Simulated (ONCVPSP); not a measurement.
**What one change does to a pseudopotential (Cu (Z = 29), ONCV)**

```json
{"Element": "Cu", "Generator": "ONCVPSP 4.0.1", "Type": "optimised norm-conserving Vanderbilt (ONCV)", "Functional": "PBE", "Relativity": "scalar-relativistic", "Frozen core": "[Ne] 3s2", "Valence charge": "17", "Reference configuration": "3p6 3d10 4s1", "Partial waves": "4s: rc 2.50 bohr, ncon 5, nbas 8, qcut 3.2 1/bohr, 2 projectors, debl 1.9 Ha; 3p: rc 0.65 bohr, ncon 4, nbas 6, qcut 11.5 1/bohr, 1 projector; 3d: rc 1.60 bohr, ncon 4, nbas 8, qcut 10.2 1/bohr, 2 projectors, debl 1.5 Ha; f scattering state at 0.17 Ha: rc 2.35 bohr, ncon 3, nbas 7, qcut 4.1 1/bohr, 2 projectors, debl 1.3 Ha", "Local potential": "polynomial inside 0.45 bohr (lpopt 2, dvloc0 -1 Ha)", "Core correction": "none"}
```

All-electron outer shells of the reference configuration (PBE, scalar-relativistic, ld1.x):

| shell | level (eV) | outermost node (bohr) | outermost maximum (bohr) |
| --- | --- | --- | --- |
| 3s | -114.70 | 0.29 | 0.61 |
| 3p | -72.14 | 0.26 | 0.62 |
| 3d | -5.04 | – | 0.60 |
| 4s | -4.61 | 0.89 | 2.27 |

Change: s: qcut 3.8.

Cutoffs: the cutoffs (Ha) at which the residual kinetic energy of the hardest occupied pseudo-wave falls to 1 and 0.1 mHa per electron; they do not see the model core or the augmentation charge, which bear on the density cutoff. Errors are all-electron minus pseudo energies relative to the spin-unpolarised reference configuration.

Predict the effect on cutoff, ghosts and configuration errors.

The potential gets neither clearly harder nor softer (155 Ha and 207 Ha → 155 Ha and 207 Ha); both files keep a bound ghost (f, s); of the 3 tests that both files solve, the error grows in 1 and shrinks in 2 by more than 15 % and 0.3 meV (median size 1.9 → 1.2 meV).

| quantity | base | changed |
| --- | --- | --- |
| cutoff, loose | 155 Ha | 155 Ha |
| cutoff, tight | 207 Ha | 207 Ha |
| loose cutoff by channel | s 4.9 Ha, p 155 Ha, d 41 Ha | s 5.3 Ha, p 155 Ha, d 41 Ha |
| bound ghosts | s, f | s, f |
| GHOST(+) flags under 300 eV | none | none |
| tests with a reliable result | 3 of 4 | 3 of 4 |
| error for 3p6 3d10 4s0, meV [ΔE 8.15 eV] | +1.9 | +0.1 |
| error for 3p6 3d9 4s0, meV [ΔE 29.48 eV] | +19 | +27 |
| error for 3p6 3d10 4s0.5, meV [ΔE 3.16 eV] | +1.6 | +1.2 |
| s: phases at 2.53 bohr within 0.05 rad from the reference energy up to (Ha; the scan ends near 5) | 4.6 | 4.7 |
| p: phases at 0.66 bohr within 0.05 rad from the reference energy up to (Ha; the scan ends near 5) | to the end of the scan | to the end of the scan |
| d: phases at 1.63 bohr within 0.05 rad from the reference energy up to (Ha; the scan ends near 5) | to the end of the scan | to the end of the scan |
| f: phases at 2.39 bohr within 0.05 rad from the reference energy up to (Ha; the scan ends near 5) | 3.7 | 3.7 |

 A true bound ghost makes a file unfit for plane-wave use even where its test errors are small: the radial tests pick states by their node count and pass the ghost by.
